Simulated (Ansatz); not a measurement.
Potential energy curve for Al2(mu-H)2(OH)4, H6Al2O4, singlet. The Al1–O11 bond (Al1 also carries Al, H, H, O; O11 carries H) is stretched with both fragments frozen at the PBE0/def2-SVP optimised geometry.

- RKS-PBE = restricted PBE/cc-pVDZ in Ansatz (a quantum-chemistry and plane-wave program)
- RKS-BLYP = Ansatz with restricted BLYP/cc-pVDZ
- RKS-PBE0 = Ansatz with restricted PBE0/cc-pVDZ
- UKS-PBE = unrestricted PBE/cc-pVDZ run with Ansatz
- UKS-BLYP = unrestricted BLYP/cc-pVDZ (Ansatz)
- UKS-PBE0 = unrestricted PBE0/cc-pVDZ run with Ansatz
- UCCSD(T) = CCSD(T) on UHF/cc-pVDZ, frozen core (Ansatz)

Cost and agreement with UCCSD(T) over the 16 points of the scan, with UCCSD(T) as yardstick. Costs are rough ratios of core time within Ansatz on shared cores, each with its mean field (Kohn-Sham runs search longer for lower solutions than correlated ones do); the miss is the largest difference from UCCSD(T) of the curve after the mean shift, in kJ/mol.

```json
[
 {"level": "RKS-PBE", "relative cost": "1", "largest difference": "85.8"},
 {"level": "RKS-BLYP", "relative cost": "1", "largest difference": "78.6"},
 {"level": "RKS-PBE0", "relative cost": "2", "largest difference": "150.6"},
 {"level": "UKS-PBE", "relative cost": "3", "largest difference": "29.9"},
 {"level": "UKS-BLYP", "relative cost": "3", "largest difference": "33.4"},
 {"level": "UKS-PBE0", "relative cost": "5", "largest difference": "14.9"}
]
```

Costs within a factor of two of each other count as equal.

The restricted form behind RKS-PBE, RKS-BLYP, RKS-PBE0 keeps the bonding electrons paired and can't separate into open-shell fragments. The unrestricted determinant behind UKS-PBE, UKS-BLYP is spin-contaminated at 3.17 to 4.86 Å (<S²> up to 0.9, against 0.00 for a pure singlet). The unrestricted determinant behind UKS-PBE0 is spin-contaminated at 2.81 to 4.86 Å (<S²> up to 1.0, against 0.00 for a pure singlet). The unrestricted solution behind UCCSD(T) changes between 2.50 and 2.81 Å, which can leave a kink. The unrestricted determinant behind UCCSD(T) is spin-contaminated at 2.50 to 4.86 Å (<S²> up to 1.0, against 0.00 for a pure singlet).
